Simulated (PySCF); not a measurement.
Argon: a sound run and one with changed settings

Sound run: Ar⁺ [Ne] 3s2 3p5, Ar²⁺ [Ne] 3s2 3p4. Computed with PySCF 2.14 in x2c-SVPall (4s3p1d, 18 functions), with scalar relativity by spin-free X2C-1e. In the sound run the correlated levels freeze [Ne]. The sound run starts from symmetry-adapted Hartree-Fock orbitals and uses a fine grid where one is needed.

Changed run: all electrons correlated in a basis built for the valence shell.

```json
{"species": "Ar⁺", "method": "MP2", "sound run (hartree)": "-527.99013", "changed run (hartree)": "-527.99788", "converged": "yes"}
{"species": "Ar⁺", "method": "CCSD(T)", "sound run (hartree)": "-528.00746", "changed run (hartree)": "-528.01458", "converged": "yes"}
{"species": "Ar²⁺", "method": "MP2", "sound run (hartree)": "-526.98667", "changed run (hartree)": "-526.99434", "converged": "yes"}
{"species": "Ar²⁺", "method": "CCSD(T)", "sound run (hartree)": "-527.00636", "changed run (hartree)": "-527.01354", "converged": "yes"}
```

Ionisation energy of Ar⁺:

```csv
method,sound run (eV),changed run (eV)
UHF,26.652,26.652
MP2,27.305,27.308
SCS-MP2,27.279,27.281
CCSD,27.242,27.240
CCSD(T),27.241,27.240
```

A valence basis has no tight correlating functions, so it recovers only part of the core correlation, and not evenly between atom and ion.

For comparison, NIST gives 27.630 eV between the lowest levels.
